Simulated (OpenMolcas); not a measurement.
Mo3+: effect of the basis set

```yaml
Program: OpenMolcas 26.06
Method: "SS-RASPT2, IPEA 0.25 Eh, imaginary shift 0.1 Eh (closed shells correlated: 4s)"
Active_space: 9 electrons in 8 orbitals (RAS1 4p, at most 2 holes; RAS2 4d)
State_averaging: 2S+1 = 4 even, 10 roots; 2S+1 = 2 even, 40 roots
Spin-orbit_coupling: RASSI with atomic mean-field integrals over the reference wave functions, term energies averaged over their components
```

A. ANO-R2 [7s5p4d2f1g], X2C, finite nucleus; CASPT2 step of the order of 23 core-seconds
B. ANO-RCC-VTZP [7s6p4d2f1g], DKH2, point nucleus; CASPT2 step about 40 core-seconds
C. ANO-RCC-VQZP [8s7p5d3f2g1h], DKH2, point nucleus; CASPT2 step of the order of 60 core-seconds

Energies in cm⁻¹ above 4d³ ⁴F_3/2, the measured ground level; measured values from Sugar and Musgrove, J. Phys. Chem. Ref. Data 17, 155 (1988).

```
               Level      A      B      C  Measured
          4d³ ⁴F_3/2    0.0    0.0    0.0       0.0
          4d³ ⁴F_5/2    817    799    794       778
          4d³ ⁴F_7/2   1840   1804   1791      1760
          4d³ ⁴F_9/2   2990   2940   2920      2865
          4d³ ⁴P_3/2  10520  10670  10630     10331
          4d³ ⁴P_1/2  10580  10700  10700     10338
          4d³ ⁴P_5/2  11930  12020  12030     11612
          4d³ ²G_7/2  11960  12170  11810     11580
          4d³ ²G_9/2  12700  12900  12530     12311
          4d³ ²P_1/2  14300  14580  14270     14348
          4d³ ²H_9/2  16460  16660  16240     15995
         4d³ ²H_11/2  16810  17010  16590     16357
4d³ ²D_3/2(1) [63 %]  17470  17710  17420     17107
       4d³ ²D_5/2(1)  17580  17800  17530     16809
          4d³ ²F_7/2  25380  25740  25360     24787
          4d³ ²F_5/2  25730  26090  25700     25100
       4d³ ²D_5/2(2)  39700  40200  39750     38922
       4d³ ²D_3/2(2)  40180  40670  40220     39231
```

Deviations, from unrounded energies. A percentage is the sum of absolute deviations over the sum of measured energies, with the sign that they share, or ± where signs differ.

```
                        Against measurement  Levels     A     B     C
             mean absolute deviation (cm-1)      17   400   600   370
      fine structure of the ground term (%)       3  +4.6  +2.6  +1.9
other terms of the ground configuration (%)      14  ±2.5  +3.8  ±2.3
```

C lies closest to measurement on these levels and B furthest from it. The largest miss of C in the table is 4d³ ²D_3/2(2), by +990 cm-1. The ranking rests on the paired levels alone, and a cruder setting can come out closer through cancelling errors.

The two smallest mean deviations differ by little beside CASPT2's spread within terms, so their order carries little weight.

Among A to C the level of the table that moves most is 4d³ ²D_5/2(2), by 490 cm-1 (lowest in A, highest in B). Moves below CASPT2's spread within the term are not significant.

CASPT2 does not keep the components of a term degenerate, so their means are used; among the terms shown or strongly mixed into the levels shown the widest spread is 240 cm-1 (4d³ ⁴F, A). Active for correlation alone: 4p; no level in the range computed is led by a configuration that opens it, so any true level of that kind is missing. Computed and measured levels are paired by configuration, term and J; levels that our copy of the source lacks, or whose pairing is in doubt (as where it misses far off the trend of its configuration), stay unpaired and out of the deviations. Only configurations of the active space appear. Levels that lie high or do not pair safely by name in every column are left out.

A share in square brackets marks a mixed level and gives the weight of the term that names it, the lowest over the columns. A number in round brackets counts repeated terms of one configuration in the order of the reference energies.
